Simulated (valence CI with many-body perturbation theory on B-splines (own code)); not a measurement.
**Sb XLVI: calculated level list**

Calculated by valence CI with perturbative core correlation (CI+MBPT): four valence electrons over a frozen Dirac-Fock core [He], a basis of 11 s, 11 p, 10 d, 8 f, 5 g, 2 h functions for each j, with the one-electron correlation potential Σ1 (screened to all orders), the two-electron term Σ2, the three-electron term Σ3, Breit, model QED; selected single and double excitations, second order for the rest, scaled by the run's own slope (own B-spline code, finite nucleus).

The last digits are not significant, and no measured levels were compared; by estimate large intervals hold to a few tenths of a per cent, small ones and those within an open d or f shell to about a per cent. Among the levels kept, up to 840 cm⁻¹ of a level comes from second order outside the variational space, and about a tenth of that is noise between levels of different J, which matters for small intervals.

Levels 181 to 205 of 205, with energies above the lowest level, (2s^2 2p1/2^2) J=0. "Leading %" is the weight of the configuration and term that name the level; weights of strongly mixed levels are sums over their largest components and can fall short, so below about 35 % the name and the second component can differ from the true leading terms, or belong to a minority configuration. In the jj column 3d3/2^4 stands for four electrons in 3d with j = 3/2. Lifetimes count E1, E2, E3, M1 and M2 decay at the calculated energies, and are blank where another channel may lead or the interval is too uncertain; long ones can be off by a factor of two.

```tsv
No.	Configuration	Term	J	E (Ry)	Leading %	Lifetime	Second component	Leading jj
181	2s.2p2.3d	3D	3	396.27	71	73.3 fs	6 % 2s.2p2.3d 1F	2s 2p3/2^2 3d5/2 (84 %)
182	2s.2p2.3d	3D	3	396.63	43	2.33 fs	33 % 2s.2p2.3d 1F	2s 2p3/2^2 3d5/2 (90 %)
183	2s.2p2.3d	1D	2	396.99	53	21.7 fs	26 % 2s.2p2.3d 3D	2s 2p3/2^2 3d5/2 (92 %)
184	2s.2p2.3d	3P	1	397.18	43	2.51 fs	34 % 2s.2p2.3d 1P	2s 2p3/2^2 3d5/2 (90 %)
185	2p3.3p	3P	2	397.35	54	8.55 fs	21 % 2p3.3p 1D	2p1/2 2p3/2^2 3p1/2 (97 %)
186	2s.2p2.3d	1D	2	398.06	47	1.64 fs	24 % 2s.2p2.3d 3P	2s 2p3/2^2 3d5/2 (87 %)
187	2p3.3p	3D	1	398.23	67	19.0 fs	21 % 2p3.3p 1P	2p1/2 2p3/2^2 3p1/2 (90 %)
188	2p3.3p	3P	0	399.80	85	9.85 fs	14 % 2p3.3p 1S	2p1/2 2p3/2^2 3p3/2 (67 %)
189	2p3.3p	5P	3	399.93	53	11.8 fs	24 % 2p3.3p 3F	2p1/2 2p3/2^2 3p3/2 (98 %)
190	2p3.3p	3P	2	400.04	38	10.5 fs	29 % 2p3.3p 3D	2p1/2 2p3/2^2 3p3/2 (98 %)
191	2p3.3p	3P	0	400.65	77	8.58 fs	22 % 2p3.3p 1S	2p1/2 2p3/2^2 3p1/2 (67 %)
192	2p3.3p	1P	1	401.05	44	10.1 fs	28 % 2p3.3p 3D	2p1/2 2p3/2^2 3p3/2 (95 %)
193	2p3.3p	3D	3	401.34	67	11.7 fs	29 % 2p3.3p 1F	2p1/2 2p3/2^2 3p3/2 (99 %)
194	2p3.3p	3F	4	401.40	98	12.5 fs		2p1/2 2p3/2^2 3p3/2 (98 %)
195	2p3.3p	3P	1	402.72	75	10.8 fs	17 % 2p3.3p 1P	2p1/2 2p3/2^2 3p3/2 (99 %)
196	2p3.3p	1D	2	403.51	52	11.5 fs	28 % 2p3.3p 3P	2p1/2 2p3/2^2 3p3/2 (98 %)
197	2p3.3d	3D°	1	403.81	44	25.4 fs	42 % 2p3.3d 5D°	2p1/2 2p3/2^2 3d3/2 (98 %)
198	2p3.3d	3F°	2	403.90	40	27.4 fs	37 % 2p3.3d 5D°	2p1/2 2p3/2^2 3d3/2 (97 %)
199	2p3.3d	5D°	0	403.96	51	19.2 fs	31 % 2p3.3d 1S°	2p1/2 2p3/2^2 3d3/2 (96 %)
200	2p3.3d	3G°	3	404.28	35	15.7 fs	25 % 2p3.3d 5D°	2p1/2 2p3/2^2 3d3/2 (95 %)
201	2p3.3p	3P	1	404.49	48	10.8 fs	29 % 2p3.3p 3S	2p1/2 2p3/2^2 3p3/2 (99 %)
202	2p3.3p	3D	2	404.66	49	10.8 fs	32 % 2p3.3p 1D	2p1/2 2p3/2^2 3p3/2 (98 %)
203	2p3.3d	3G°	4	405.16	71	700 fs	23 % 2p3.3d 5D°	2p1/2 2p3/2^2 3d3/2 (58 %)
204	2p3.3d	1G°	4	405.29	50	721 fs	30 % 2p3.3d 5D°	2p1/2 2p3/2^2 3d5/2 (58 %)
205	2p3.3d	3D°	3	405.35	55	68.4 fs	22 % 2p3.3d 5D°	2p1/2 2p3/2^2 3d5/2 (96 %)
```
